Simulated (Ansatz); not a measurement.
One change: `BBC(C)=O` becomes `COC(C)=O`.

Ansatz, PBE0-D4/def2-TZVP geometries, multiplicity 1. Each molecule was computed in one conformer, which needn't be the lowest.

```json
{"property": "HOMO energy (ωB97M-V/def2-TZVPP) / eV", "`BBC(C)=O`": "-9.50"}
{"property": "HOMO–LUMO gap (ωB97M-V/def2-TZVPP) / eV", "`BBC(C)=O`": "9.47"}
{"property": "HOMO–LUMO gap (PBE/def2-TZVPP) / eV", "`BBC(C)=O`": "3.01"}
{"property": "zero-point energy (PBE0-D4/def2-TZVP) / kJ/mol", "`BBC(C)=O`": "204.3"}
{"property": "ideal-gas entropy at 298 K and 1 bar (rigid rotor, harmonic PBE0-D4/def2-TZVP) / J/(mol·K)", "`BBC(C)=O`": "338"}
{"property": "LUMO energy (PBE0/def2-TZVPP) / eV", "`BBC(C)=O`": "-1.94"}
```

Problem. What does the change do to each property? (Estimate.)

Solution. The calculation gave: 
```tsv
property	`COC(C)=O`	shift
HOMO energy (ωB97M-V/def2-TZVPP) / eV	-10.43	-0.93
HOMO–LUMO gap (ωB97M-V/def2-TZVPP) / eV	13.13	3.66
HOMO–LUMO gap (PBE/def2-TZVPP) / eV	5.52	2.51
zero-point energy (PBE0-D4/def2-TZVP) / kJ/mol	236.0	31.7
ideal-gas entropy at 298 K and 1 bar (rigid rotor, harmonic PBE0-D4/def2-TZVP) / J/(mol·K)	327	-11
LUMO energy (PBE0/def2-TZVPP) / eV	0.40	2.34
```

With PBE0 the HOMO falls by 0.78 eV and the LUMO rises by 2.34 eV, so the gap widens by about 3.12 eV. PBE moves the HOMO by -0.40 eV and ωB97M-V by -0.93 eV. Modes under 60 cm⁻¹, often nearly free rotors, make the harmonic entropy too high.
